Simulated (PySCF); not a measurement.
Radial density of Ga³⁺ (gallium, charge +3)

UHF, [Ar] 3d10, closed-shell 1S. Calculation: PySCF 2.14, in x2c-QZVPPall (11s7p5d4f1g, 94 functions); the spin-free X2C one-electron Hamiltonian (Gaussian nucleus).

```json
{"r (bohr)": "0.000815", "4πr²ρ (e/bohr)": "0.2606"}
{"r (bohr)": "0.00137", "4πr²ρ (e/bohr)": "0.6569"}
{"r (bohr)": "0.00231", "4πr²ρ (e/bohr)": "1.621"}
{"r (bohr)": "0.00388", "4πr²ρ (e/bohr)": "3.866"}
{"r (bohr)": "0.00652", "4πr²ρ (e/bohr)": "8.677"}
{"r (bohr)": "0.0110", "4πr²ρ (e/bohr)": "17.55"}
{"r (bohr)": "0.0185", "4πr²ρ (e/bohr)": "29.76"}
{"r (bohr)": "0.0310", "4πr²ρ (e/bohr)": "37.91"}
{"r (bohr)": "0.0522", "4πr²ρ (e/bohr)": "33.50"}
{"r (bohr)": "0.0878", "4πr²ρ (e/bohr)": "32.02"}
{"r (bohr)": "0.148", "4πr²ρ (e/bohr)": "43.80"}
{"r (bohr)": "0.249", "4πr²ρ (e/bohr)": "28.76"}
{"r (bohr)": "0.418", "4πr²ρ (e/bohr)": "23.33"}
{"r (bohr)": "0.703", "4πr²ρ (e/bohr)": "22.90"}
{"r (bohr)": "1.18", "4πr²ρ (e/bohr)": "5.860"}
{"r (bohr)": "1.99", "4πr²ρ (e/bohr)": "0.4320"}
{"r (bohr)": "3.35", "4πr²ρ (e/bohr)": "0.005287"}
```

Densities and radii are taken from the X2C orbitals without a picture-change correction, which distorts them close to the nucleus.
